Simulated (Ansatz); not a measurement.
Relaxation of Ag₂Cl⁺ with RKS PBE0-D4/def2-TZVP.

```sh
$ ansatz run in.yaml --threads 4 --pin off --events-out ev --progress --plain --max-ram 3916MiB
```

```yaml
crystal:
  periodic: [false, false, false]
  atoms:
    - {symbol: Ag, position_ang: [-1.424160, 1.024320, 0.111540]}
    - {symbol: Ag, position_ang: [1.752180, 0.085520, -0.093560]}
    - {symbol: Cl, position_ang: [-0.328020, -1.109830, -0.017980]}
basis:
  gaussian: {orbitals: def2-TZVP}
total_charge: 1
hamiltonian: {xc: pbe0, dispersion: d4}
scf: {lower_state_search: "off"}
output: {orbitals: {seedname: orbitals}}
relax: {f_tol: 0.02, max_steps: 100}
```

It took 6 s on 4 threads of Arm Neoverse V1 on a shared host.

Positions (Å) and forces (eV/Å) at steps 1, 2, 3, 4, 5 of 5:

```xyz
3
step=1 energy=-20512.9559 eV
Ag   -1.424    1.024    0.112   -0.119   -0.197    0.000
Ag    1.752    0.086   -0.094    0.005   -0.223   -0.008
Cl   -0.328   -1.110   -0.018    0.115    0.420    0.007
3
step=2 energy=-20513.0279 eV
Ag   -1.575    1.015    0.119   -0.078   -0.142    0.000
Ag    1.874   -0.004   -0.103   -0.008   -0.159   -0.005
Cl   -0.299   -1.011   -0.016    0.085    0.301    0.005
3
step=3 energy=-20513.0858 eV
Ag   -1.768    0.992    0.129    0.005   -0.097   -0.003
Ag    2.024   -0.128   -0.115   -0.060   -0.079    0.001
Cl   -0.256   -0.864   -0.014    0.054    0.176    0.003
3
step=4 energy=-20513.0981 eV
Ag   -1.885    0.967    0.135    0.045   -0.054   -0.004
Ag    2.108   -0.212   -0.123   -0.068   -0.021    0.003
Cl   -0.224   -0.755   -0.012    0.023    0.075    0.001
3
step=5 energy=-20513.0989 eV
Ag   -1.887    0.960    0.135   -0.001   -0.001    0.000
Ag    2.106   -0.219   -0.123    0.000   -0.001    0.000
Cl   -0.220   -0.741   -0.012    0.000    0.001    0.000
```

In the def2 sets Ag takes a core potential; there is no spin–orbit coupling. The structure comes from a short search, and lower isomers may exist.
